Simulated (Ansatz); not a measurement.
Results of the Gaussian-basis code of Ansatz.

Basis-set series for `OCCOCCO`. The species carries charge 0 and has multiplicity 1. All single points use the PBE0-D4/def2-TZVP geometry. It is a higher conformer; a search finds a lower one.

```json
{"functional": "PBE0-D4", "basis": "def2-SVP", "functions": "148", "energy (Eh)": "-383.37529", "HOMO (eV)": "-7.39", "LUMO (eV)": "1.41"}
{"functional": "PBE0-D4", "basis": "def2-QZVPP", "functions": "699", "energy (Eh)": "-383.84480", "HOMO (eV)": "-7.63", "LUMO (eV)": "0.32"}
{"functional": "ωB97M-V", "basis": "def2-SVP", "functions": "148", "energy (Eh)": "-383.62908", "HOMO (eV)": "-9.81", "LUMO (eV)": "3.07"}
{"functional": "ωB97M-V", "basis": "def2-QZVPP", "functions": "699", "energy (Eh)": "-384.11466", "HOMO (eV)": "-10.06", "LUMO (eV)": "1.51"}
```

Give the rows for def2-TZVPP. (Best estimate.)

The calculation gave: 
| functional | basis | functions | energy (Eh) | HOMO (eV) | LUMO (eV) |
| --- | --- | --- | --- | --- | --- |
| PBE0-D4 | def2-TZVPP | 357 | -383.82300 | -7.58 | 0.73 |
| ωB97M-V | def2-TZVPP | 357 | -384.09325 | -10.01 | 2.16 |

Positive LUMOs are unbound and depend on the basis.
